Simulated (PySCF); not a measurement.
How the method changes the constants of KMg

State: ²Σ⁺ (doublet), unpaired electrons σ ↑. Set-up: PySCF, no relativity, basis sets K aug-pcseg-1, Mg aug-pcseg-1. De refers to K + Mg in their ground configurations, without counterpoise correction. The functionals are run spin-unrestricted. A positive dipole means K(−)Mg(+). Levels whose curve was spin-contaminated or gave no clean fit are not listed.

```
    Level  Re (Å)  ωe (cm⁻¹)  De (eV)  μ (D)
      PBE   3.880       86.0    0.194  -1.95
   r²SCAN   3.922       85.1    0.204  -2.69
    TPSSh   3.887       90.5    0.202  -2.75
     PBE0   3.914       82.6    0.164  -2.10
      M06   3.774       93.3    0.164  -1.75
CAM-B3LYP   4.128       54.0    0.051  -0.84
   B2PLYP   4.147       54.1    0.054  -0.68
```

(1) What does the step from GGA to meta-GGA do here, going from PBE to r²SCAN?

Correlated steps freeze 6 core orbitals. The bond is weak. Basis-set superposition, not corrected here, can be much of De in a small basis, most of all at correlated wavefunction levels. Functionals without a dispersion term scatter widely for such bonds, and LDA overbinds them. B2PLYP dipoles, levels and charges come from its SCF part alone. The state was picked by a PBE0 search and need not be the measured ground state.

## Answers

(1) r²SCAN less PBE: +4.2 pm in Re, -1.0 % in ωe, +0.01 eV in De.
